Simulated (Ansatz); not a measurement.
Mulliken charges of Cl₃H₂InO (`[OH2+][In-]([Cl])([Cl])[Cl]`) from PBE/def2-TZVPP in Ansatz (PBE0-D4/def2-TZVP geometry).

| atom | x (Å) | y (Å) | z (Å) | charge (e) |
| --- | --- | --- | --- | --- |
| O1 | -0.712 | 0.596 | 0.935 | -0.285 |
| In2 | 0.294 | -0.507 | -0.811 | 0.858 |
| Cl3 | 1.289 | -2.024 | 0.643 | -0.356 |
| Cl4 | -1.440 | -1.207 | -2.156 | -0.329 |
| Cl5 | 1.492 | 1.396 | -1.398 | -0.356 |
| H6 | -0.472 | 0.173 | 1.769 | 0.234 |
| H7 | -0.390 | 1.505 | 0.972 | 0.234 |

Problem. By hand: the dipole of these point charges (1 e Å = 4.8032 D).

Solution. Σ q r = (-0.263, 0.408, 0.657) e Å, of length 0.817 e Å = 3.92 D.

Problem. How does the dipole of the full density compare? (Best estimate.)

Solution. The calculation gave: (-0.179, 0.437, 0.714) e Å, 4.11 D; the point charges give 0.95 times that, at 7° from its direction.

Point charges leave out the atoms' own dipoles, such as those of lone pairs, and Mulliken's split depends on the basis, so the close match here is no proof of good charges.
